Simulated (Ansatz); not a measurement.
Br$_{3}$HSn, SMILES `[Br][SnH]([Br])[Br]`, relaxed with RKS PBE-D4/def2-SVP in Ansatz from a rough embedded geometry. The force threshold is 0.03 eV/Å; the program also tests the step.

Charge 0, multiplicity 1. Sn: def2 effective core potential.

Start:

```xyz
5

Br    1.392   -1.065    1.722
Sn   -0.034   -0.115   -0.081
Br   -1.920    1.127    0.992
Br    1.226    1.452   -1.541
H    -0.665   -1.399   -1.093
```

(1) By how much does the energy fall, and how many steps does the optimiser take? (Best estimate.)

(2) Which bonds change most? (Best estimate.)

(3) Give the relaxed structure. (An estimate is asked.)

## Answers

(1) Computed: 1.53 kJ/mol, in 2 steps.

(2) Ansatz gave: Sn2–H5 from 1.752 to 1.722 Å; Sn2–Br4 from 2.485 to 2.501 Å; Br1–Sn2 from 2.487 to 2.500 Å; Sn2–Br3 from 2.500 to 2.500 Å.

(3) The calculation gave: 
```xyz
5

Br    1.424   -1.043    1.692
Sn   -0.064   -0.134   -0.100
Br   -1.932    1.130    0.979
Br    1.261    1.458   -1.500
H    -0.689   -1.412   -1.070
```
